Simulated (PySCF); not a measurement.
Compound: C2H10FNSi2.
Cartesian coordinates in Å at the GFN2-xTB level; atoms count from 1:
```
atom  x, y, z in Å
C1    -2.2310    0.7888   -0.3723
C2    -1.6869   -0.6272   -0.3292
F3    -1.7379   -1.0813    0.9930
Si4    0.1398   -0.7858   -0.9183
Si5    1.4905    0.3144    0.5963
N6     3.0784    0.1999   -0.0712
H7    -2.2617    1.1297   -1.4036
H8    -1.5937    1.4575    0.2031
H9    -3.2376    0.8307    0.0420
H10   -2.3569   -1.2983   -0.8777
H11    0.1168   -0.2815   -2.3007
H12    0.3760   -2.2339   -1.0447
H13    1.2724    1.7660    0.6803
H14    1.3710   -0.2004    1.9736
H15    3.4320   -0.6983   -0.3570
H16    3.8213    0.7285    0.3561
```

The calculation used PySCF, TDDFT CAM-B3LYP/def2-SVPD, vertical, gas phase, core orbitals frozen in the response.

Lowest singlets, with some entries withheld (?).

```csv
state,λ (nm),f,"main configurations (H = HOMO, L = LUMO)"
S1,213.5,0.0054,H→L (92%)
S2,179.4,0.030,"H-1→L (63%), H→L+2 (11%), H-2→L (9%)"
S3,177.0,0.034,"H→L+2 (67%), H→L+1 (15%)"
S4,169.3,0.073,"H-2→L (48%), H-1→L (14%), H→L+1 (13%)"
S5,?,0.013,"H→L+1 (40%), H-2→L (27%), H→L+3 (8%)"
S6,?,0.042,"H→L+3 (39%), H-1→L+2 (20%)"
S7,?,0.023,"H-1→L+2 (51%), H→L+3 (29%)"
S8,?,0.014,"H→L+5 (34%), H→L+4 (18%), H-3→L (9%)"
```

Task: Fill in the withheld entries.

Result: 
- S5: λ = 168.5 nm
- S6: λ = 163.9 nm
- S7: λ = 161.3 nm
- S8: λ = 158.2 nm

Task: How far apart are S5 and S6, in eV and cm⁻¹?

Result: 7.566 − 7.358 = 0.208 eV, or about 1680 cm⁻¹.

Task: What is the mean static polarisability from the same response equations?

Result: 89.0 au (13.19 Å³), with principal values 79.2, 87.7 and 100.2 au.

Task: Where do the lowest triplets lie (Tamm–Dancoff)?

Result: T1 5.45 eV, H→L (90%); T2 6.16 eV, H-1→L (55%), H-2→L (22%); T3 6.35 eV, H→L+2 (66%), H-2→L+2 (12%). E(S1) − E(T1) = +0.36 eV.

One conformer stands for the species.

Without π bonds the low states are Rydberg-like; a valence basis with one diffuse set may place them up to an eV too high.
